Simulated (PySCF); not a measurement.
Ligands exchanged one at a time, Al H-CH3. All species are isolated molecules in the gas phase. Strings in code marks are SMILES.

These are M06-2X/def2-TZVP in PySCF 2.14.0 values and carry that method's errors. Excitations are Tamm–Dancoff values on a coarser integration grid. The basis has no diffuse functions, so Rydberg states are missing or too high.

```csv
species,HOMO (eV),S1 excitation (TDA) (eV)
0 of 3 H replaced by CH3,-9.73,–
1 of 3 H replaced by CH3,?,5.22
2 of 3 H replaced by CH3,-8.90,5.36
3 of 3 H replaced by CH3,-8.70,5.58
```

Q: Complete the blanks.

A: 
- 1 of 3 H replaced by CH3, HOMO (eV): -9.22
